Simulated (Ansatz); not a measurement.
`B[Si](Cl)(Cl)Cl` + `N=C=N` → `BN=C=N` + trichlorosilane at 700 K and 1 bar (cleavage of the B–Si bond).

Gas-phase electronic energies from Ansatz, PBE0-D4/def2-TZVP geometries. CCSD(T)/CBS adds triple-zeta CCSD(T) − MP2 to the extrapolated MP2 energy (def2 sets, frozen cores). This one scheme is used for every species. One conformer a species, not always the lowest.

| species | CCSD(T)/CBS energy (Eh) | H − E (kJ/mol) | S (J/(mol·K)) |
| --- | --- | --- | --- |
| `B[Si](Cl)(Cl)Cl` | -1694.53226 | 139.0 | 472.2 |
| `N=C=N` | -148.62207 | 124.0 | 292.4 |
| `BN=C=N` | -174.03719 | 171.0 | 361.8 |
| `Cl[SiH](Cl)Cl` | -1669.16736 | 88.6 | 388.1 |

H − E and S are ideal-gas, rigid-rotor, harmonic terms from PBE0-D4/def2-TZVP, for one conformer and one mirror image of each species. 1 Eh = 2625.50 kJ/mol, R = 8.31446 J/(mol·K).

**Question.** By hand: ΔE, ΔH, ΔS and ΔG.

**Answer.** ΔE = (-174.03719) + (-1669.16736) − (-1694.53226) − (-148.62207) = -0.05022 Eh = -131.9 kJ/mol. Δ(H − E) = 171.0 + 88.6 − 139.0 − 124.0 = -3.4, so ΔH = -135.3 kJ/mol. ΔS = 361.8 + 388.1 − 472.2 − 292.4 = -14.7 J/(mol·K). ΔG = -135.3 − 700 × (-14.7)/1000 = -125.0 kJ/mol.

**Question.** By hand: the equilibrium constant, and the temperature at which ΔG would vanish if ΔH and ΔS stayed fixed.

**Answer.** log₁₀ K = −ΔG/(RT ln 10) = 9.3. ΔG = 0 at ΔH/ΔS = 9204 K, far beyond where these terms or the molecules hold.

The number of gas molecules stays the same, so ΔS is small and ΔH decides. A doubt of 5 kJ/mol in ΔE shifts log₁₀ K by 0.4 here. Other conformers and mirror images would add mixing entropy, several J/(mol·K) or more a flexible species. These are equilibria of isolated gas molecules and say nothing of rates. Largest T1 diagnostic: 0.017 (customary marks: 0.02 for closed shells, 0.045 for open ones).
